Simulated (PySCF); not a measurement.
Species: 2-ethylthiazole, C5H7NS.
Structure used (GFN2-xTB), in Å, numbered top down from 1:
```
atom  x, y, z in Å
C1     2.0470   -0.7314   -0.1022
C2     1.3026    0.5921    0.0827
C3    -0.1677    0.3892    0.0704
N4    -0.9645    0.8008   -0.8456
C5    -2.2511    0.4518   -0.6090
C6    -2.4578   -0.2564    0.5294
S7    -0.9704   -0.5030    1.3573
H8     1.7927   -1.4236    0.6976
H9     3.1205   -0.5618   -0.0874
H10    1.7794   -1.1858   -1.0533
H11    1.5988    1.0433    1.0331
H12    1.5521    1.2807   -0.7257
H13   -3.0087    0.7464   -1.3122
H14   -3.3735   -0.6429    0.9277
```

PySCF, density fitting, gas phase, GFN2-xTB geometry. The standard run uses grid level 2 after a coarse-grid start, the def2-universal JK fitting basis (with tight functions added where the orbital basis needs them), an energy threshold of 1e-9 Eh and DIIS. The changed runs have no coarse-grid stage.

Q: Standard PBE0/def2-SVPD: E = -646.963979 Eh, HOMO -7.003 eV, LUMO -0.720 eV, dipole 1.110 D, 14 cycles (coarse-grid cycles included). What changes at PBE0/def2-SVPD with: start guess sap?

A: E = -646.963979 Eh (0.000 mEh), HOMO -7.003 eV (0.000), LUMO -0.720 eV (0.000), dipole 1.110 D (0.000), 15 SCF cycles. The result matches the standard run within 0.02 mEh and 0.003 eV; such settings steer the iterations and don't enter the energy expression.

The cycles:
```
cycle   1  E = -614.0181530976  dE =  2.898e+01  |g| = 7.800e+00  |ddm| = 3.506e+02
cycle   2  E = -587.4795162810  dE =  2.654e+01  |g| = 1.175e+01  |ddm| = 3.530e+02
cycle   3  E = -638.2250046693  dE = -5.075e+01  |g| = 4.533e+00  |ddm| = 6.704e+01
cycle   4  E = -642.8097696403  dE = -4.585e+00  |g| = 3.736e+00  |ddm| = 1.423e+01
cycle   5  E = -646.5248526789  dE = -3.715e+00  |g| = 1.230e+00  |ddm| = 8.784e+00
cycle   6  E = -646.7124770904  dE = -1.876e-01  |g| = 9.777e-01  |ddm| = 4.593e+00
cycle   7  E = -646.9509033506  dE = -2.384e-01  |g| = 2.425e-01  |ddm| = 2.760e+00
cycle   8  E = -646.9612083020  dE = -1.030e-02  |g| = 1.088e-01  |ddm| = 9.165e-01
cycle   9  E = -646.9638696909  dE = -2.661e-03  |g| = 1.987e-02  |ddm| = 3.395e-01
cycle  10  E = -646.9639593082  dE = -8.962e-05  |g| = 8.659e-03  |ddm| = 7.484e-02
cycle  11  E = -646.9639781518  dE = -1.884e-05  |g| = 2.098e-03  |ddm| = 2.120e-02
cycle  12  E = -646.9639793193  dE = -1.168e-06  |g| = 3.694e-04  |ddm| = 4.278e-03
cycle  13  E = -646.9639793453  dE = -2.598e-08  |g| = 2.282e-04  |ddm| = 1.121e-03
cycle  14  E = -646.9639793593  dE = -1.400e-08  |g| = 3.895e-05  |ddm| = 4.464e-04
cycle  15  E = -646.9639793597  dE = -4.026e-10  |g| = 9.480e-06  |ddm| = 1.159e-04
```

Q: Standard PBE0/pcSseg-1: E = -647.200590 Eh, HOMO -7.019 eV, LUMO -0.680 eV, dipole 1.138 D, 14 cycles (coarse-grid cycles included). What changes at PBE0/pcSseg-1 with: start guess atom?

A: E = -647.200590 Eh (0.000 mEh), HOMO -7.019 eV (0.000), LUMO -0.680 eV (0.000), dipole 1.138 D (0.000), 12 SCF cycles. The result matches the standard run within 0.02 mEh and 0.003 eV; such settings steer the iterations and don't enter the energy expression.

The cycles:
```
cycle   1  E = -646.7711281856  dE =  2.536e+00  |g| = 1.287e+00  |ddm| = 3.824e+00
cycle   2  E = -645.9241770754  dE =  8.470e-01  |g| = 2.153e+00  |ddm| = 4.651e+00
cycle   3  E = -647.1322246597  dE = -1.208e+00  |g| = 5.143e-01  |ddm| = 4.245e+00
cycle   4  E = -647.1933959930  dE = -6.117e-02  |g| = 1.759e-01  |ddm| = 6.464e-01
cycle   5  E = -647.1999638631  dE = -6.568e-03  |g| = 4.814e-02  |ddm| = 1.710e-01
cycle   6  E = -647.2005513119  dE = -5.874e-04  |g| = 1.240e-02  |ddm| = 6.483e-02
cycle   7  E = -647.2005874943  dE = -3.618e-05  |g| = 3.143e-03  |ddm| = 1.357e-02
cycle   8  E = -647.2005895496  dE = -2.055e-06  |g| = 1.458e-03  |ddm| = 4.339e-03
cycle   9  E = -647.2005900359  dE = -4.863e-07  |g| = 6.094e-04  |ddm| = 1.908e-03
cycle  10  E = -647.2005901321  dE = -9.618e-08  |g| = 9.967e-05  |ddm| = 6.827e-04
cycle  11  E = -647.2005901348  dE = -2.694e-09  |g| = 2.689e-05  |ddm| = 1.367e-04
cycle  12  E = -647.2005901350  dE = -1.988e-10  |g| = 1.445e-05  |ddm| = 4.623e-05
```
